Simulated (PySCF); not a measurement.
A structure optimised at B3LYP-D3(BJ)/def2-TZVP, used in a PySCF frequency run:

```xyz
4

Cd    -0.0012     0.7420     0.0000
F      0.0054     2.6992     0.0000
Se    -0.0419    -1.7101     0.0000
H      1.4304    -1.7656     0.0000
```

Task: Write its SMILES, formula and point group.

Result: [F][Cd][SeH], CdFHSe, Cs

Task: What are its rotational constants (standard atomic weights)?

Result: 233.98, 1.1634, 1.1576 GHz
